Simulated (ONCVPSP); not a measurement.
## Configuration tests for molybdenum (Mo) (ONCV)

ONCVPSP 4.0.1 input, shortened (lines: element, Z, core and valence counts, functional; n l f; lmax; l rc ep ncon nbas qcut; lloc lpopt rc5 dvloc0; l nproj debl; icmod fcfact rcfact), PBE, scalar-relativistic:

```
  Mo 42.00    6    4        4      upf
    1    0    2.00
    2    0    2.00
    2    1    6.00
    3    0    2.00
    3    1    6.00
    3    2   10.00
    4    0    2.00
    4    1    6.00
    4    2    5.00
    5    0    1.00
    2
    0    1.55    0.00    5    9    6.20
    1    1.60    0.00    4    7    9.70
    2    1.70    0.00    4    9    5.20
    4    5    1.55    0.00
    0    2    0.80
    1    2    0.60
    2    2    0.40
    0    0.00    0.00
```

In the p channel the program set the typed energies aside and used -1.414, 0.250 Ha.

Energies are relative to the spin-unpolarised reference configuration 4s2 4p6 4d5 5s1; without spin polarisation the order of configurations can differ from experiment.

| valence configuration | charge | ΔE all-electron (eV) | error AE − PS (meV) |
| --- | --- | --- | --- |
| 4s2 4p6 4d5 5s0 | +1 | 6.890 | -1.3 |
| 4s2 4p6 4d3 5s0 | +3 | 49.096 | +5.6 |

Question: What are ΔE and the potential's error for 4s2 4p6 4d4 5s2?

Answer: ΔE = 0.198 eV all-electron; the error (AE − PS) is +1.8 meV.

Question: What are ΔE and the potential's error for 4s2 4p6 4d4 5s0?

Answer: ΔE = 22.352 eV all-electron; the error (AE − PS) is -1.1 meV.

Levels in the configuration 4s2 4p6 4d3 5s0:

```json
{"level": "4s", "all-electron (eV)": "-96.301", "pseudo (eV)": "-96.264"}
{"level": "4p", "all-electron (eV)": "-70.021", "pseudo (eV)": "-69.996"}
{"level": "4d", "all-electron (eV)": "-32.906", "pseudo (eV)": "-32.889"}
```
